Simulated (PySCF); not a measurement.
SMILES Cc1ccccc1, GFN2-xTB optimised geometry.

```
15

C     -2.49     0.00    -0.02
C     -0.99     0.00     0.00
C     -0.28    -1.20     0.00
C      1.11    -1.20     0.00
C      1.80     0.00     0.00
C      1.10     1.20     0.00
C     -0.28     1.19     0.00
H     -2.88     0.89     0.45
H     -2.88    -0.88     0.48
H     -2.84    -0.02    -1.05
H     -0.81    -2.13     0.00
H      1.65    -2.13     0.00
H      2.88     0.00     0.00
H      1.64     2.13     0.00
H     -0.82     2.13     0.00
```

Density from PBE0/def2-TZVP run with PySCF at that geometry.

Minimum of the electron density along straight lines between bonded atoms, close to the bond critical point (lines longer than 1.1 times the sum of covalent radii, or with two minima, are not listed):

```
bond    length / Å  ρ at the minimum / e bohr⁻³  ∇²ρ there / e bohr⁻⁵  position (fraction from the first atom)
------  ----------  ---------------------------  --------------------  ---------------------------------------
C1–C2        1.500                        0.259                 -0.68                                     0.49
C2–C3        1.389                        0.320                 -0.95                                     0.50
C3–C4        1.384                        0.322                 -0.96                                     0.50
C4–C5        1.384                        0.322                 -0.96                                     0.50
C5–C6        1.384                        0.322                 -0.96                                     0.50
C2–C7        1.389                        0.320                 -0.95                                     0.50
C6–C7        1.384                        0.322                 -0.96                                     0.50
C1–H8        1.088                        0.279                 -0.96                                     0.64
C1–H9        1.088                        0.279                 -0.96                                     0.64
C1–H10       1.091                        0.276                 -0.94                                     0.64
C3–H11       1.081                        0.286                 -1.02                                     0.64
C4–H12       1.081                        0.287                 -1.03                                     0.64
C5–H13       1.080                        0.287                 -1.03                                     0.64
C6–H14       1.081                        0.287                 -1.03                                     0.64
C7–H15       1.081                        0.286                 -1.02                                     0.64
```
